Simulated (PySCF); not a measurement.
SiHCl, SMILES Cl[SiH] (connectivity only; charge and spin as stated), neutral, multiplicity 1.

The structure is a stationary point at r2SCAN-D4/def2-TZVP. The isomer is the one that the SMILES or the coordinates give; other isomers of the formula were not compared.

These are TDDFT-CAM-B3LYP/def2-TZVPD in PySCF 2.14.0 values and carry that method's errors.

Vertical excitations.  State labels are in the subgroup Cs.

| state | symmetry | energy (eV) | λ (nm) | f | main pairs |
|---|---|---|---|---|---|
| S1 | A" | 2.68 | 463 | 0.014 | HOMO→LUMO 100 % |
| S2 | A" | 5.41 | 229 | 0.012 | HOMO−1→LUMO 98 % |
| S3 | A' | 5.55 | 223 | 0.056 | HOMO→LUMO+1 86 % |
| S4 | A' | 6.21 | 200 | 0.087 | HOMO−2→LUMO 90 % |
| S5 | A" | 6.32 | 196 | 0.004 | HOMO−3→LUMO 98 % |
| S6 | A' | 6.34 | 195 | 0.115 | HOMO→LUMO+2 88 % |
| S7 | A' | 7.42 | 167 | 0.130 | HOMO→LUMO+6 51 %, HOMO→LUMO+3 42 % |
| S8 | A' | 7.71 | 161 | 0.059 | HOMO→LUMO+4 91 % |
| S9 | A" | 7.72 | 161 | 0.018 | HOMO→LUMO+5 96 % |
| S10 | A' | 7.87 | 158 | 0.028 | HOMO→LUMO+3 48 %, HOMO→LUMO+6 35 % |
| T1 | A" | 1.52 | 816 | 0 | HOMO→LUMO 96 % |
| T2 | A' | 4.48 | 277 | 0 | HOMO→LUMO+1 82 % |
| T3 | A" | 4.90 | 253 | 0 | HOMO−1→LUMO 91 % |
| T4 | A' | 5.19 | 239 | 0 | HOMO−2→LUMO 97 % |
Triplets are in the Tamm–Dancoff approximation, which puts them higher than full response would, so one can lie above its singlet here.
